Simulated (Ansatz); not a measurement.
Cost and result for the atomization energy of `CC(C)(C)[Te][Si](Cl)(Cl)Cl` (18 atoms, 17 bonds).

Cartesian coordinates in Å:
```
C -1.408 1.668 -0.307
C -0.290 0.658 -0.103
C -0.222 0.216 1.345
C 1.038 1.218 -0.575
Te -0.863 -1.033 -1.408
Si 0.511 -2.826 -0.448
Cl 2.482 -2.322 -0.213
Cl 0.391 -4.395 -1.746
Cl -0.117 -3.490 1.381
H -2.372 1.282 0.033
H -1.181 2.569 0.275
H -1.503 1.968 -1.353
H -1.151 -0.251 1.676
H -0.042 1.097 1.973
H 0.597 -0.483 1.524
H 1.292 2.092 0.038
H 0.993 1.539 -1.617
H 1.845 0.492 -0.475
```

The species carries charge 0 and has multiplicity 1. Correlated methods include outer-core shells of Te, which these sets cover unevenly. Te takes the def2 core potential. The geometry is a stationary point of PBE0-D4/def2-TZVP. It is one conformer, not always the lowest. Program: Ansatz. All runs use 6 threads of an AMD EPYC 7R13 on a shared host and a share of an NVIDIA H100 80 GB. Times are those of one run each, without the atoms' runs, and a repeat can differ threefold. Electronic energies, without spin–orbit coupling; frozen cores. CCSD(T)/CBS adds CCSD(T) − MP2 in def2-TZVPP to the MP2 limit, and its time is that of the two runs behind it. T1 = 0.010. With those shells the extrapolation isn't a true limit. B3LYP takes the VWN-RPA correlation (the form of Gaussian; ORCA's B3LYP/G).

CCSD(T)/CBS is a level of theory with its own doubt, some kJ/mol a heavy atom from the limit and from the frozen cores, so smaller differences don't rank the functionals.

```tsv
level	functions	wall time	atomization (kcal/mol)	difference from CCSD(T)/CBS	per bond
r2SCAN-D4/def2-TZVPP (with forces)	468	2.8 s	1604.4	1.4	0.1
CAM-B3LYP-D4/def2-TZVPP	468	2.9 s	1591.1	-11.9	-0.7
BHLYP-D4/def2-TZVPP	468	3.2 s	1555.0	-48.0	-2.8
PBE0-D4/def2-TZVPP	468	3.4 s	1609.7	6.7	0.4
r2SCANh-D4/def2-TZVPP	468	3.5 s	1597.1	-5.9	-0.3
CCSD(T)/def2-SVP	199	3.9 s	1505.8	-97.2	-5.7
PBE-QIDH/def2-TZVPP	468	4 s	1598.5	-4.5	-0.3
B3LYP-D4/def2-TZVPP (with forces)	468	4.1 s	1589.4	-13.6	-0.8
ωB97X-V/def2-TZVPP	468	4.6 s	1601.0	-2.0	-0.1
ωB97M-V/def2-TZVPP (with forces)	468	4.7 s	1600.9	-2.1	-0.1
MP2/def2-QZVPP	860	7.5 s	1618.3	15.3	0.9
CCSD(T)/def2-TZVPP	468	37 s	1556.6	-46.4	-2.7
CCSD(T)/CBS(def2)	–	44 s	1603.0	0.0	0.0
```

From BLYP to BHLYP (50 % exact exchange), in def2-TZVPP and without D4, the atomization energy moves by −13.3 kcal/mol: exact exchange takes away binding that semilocal exchange gives to molecules. At CCSD(T), def2-SVP lies −97.2 kcal/mol from the extrapolated value and def2-TZVPP −46.4 kcal/mol: correlation converges slowly with the basis, and small sets miss more of it in the bonded molecule than in its fragments. The D4 term adds +28.9 kcal/mol with B3LYP and +15.6 kcal/mol with PBE0; it sums over pairs of atoms, weighted by their polarisabilities, and B3LYP, whose exchange is more repulsive, gets the larger term.

Spin–orbit coupling would lower the free Te atoms strongly, and the atomization energy with them, by more than many differences here.
